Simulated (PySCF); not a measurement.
**A small calculation by hand: refractive index and permittivity of the vapour**

VOCl, SMILES [Cl][V]=[O] (connectivity only; charge and spin as stated), neutral, multiplicity 3.

The structure is a stationary point at B3LYP-D3(BJ)/def2-TZVP. The multiplicity is an assumed one; other spin states were not compared.

PBE/def2-TZVPD (PySCF) gives a mean static polarisability of 53.8 bohr³ and a dipole moment of 3.11 D. Take an ideal gas at 298.15 K and 0.01 bar, whether or not the substance is that volatile.

### Question
Work out n − 1 in the optical limit and the static ε − 1.

### Answer

Polarisability volume α' = 53.8 × 0.148185 = 7.97 Å³. Number density N = p/kT = 2.43e-7 Å⁻³.
Dilute limit of Lorentz–Lorenz: n − 1 = 2π N α' = 1.2e-5.
Orientation term of Debye: μ²/(3kT) = 8.098 Å³ × μ²(D²) = 78.32 Å³.
ε − 1 = 4π N (α' + μ²/3kT) = 0.00026. Orientation of the dipole supplies 91 % of the static response; it can't follow optical fields. Vibrational polarisation and dispersion are left out.
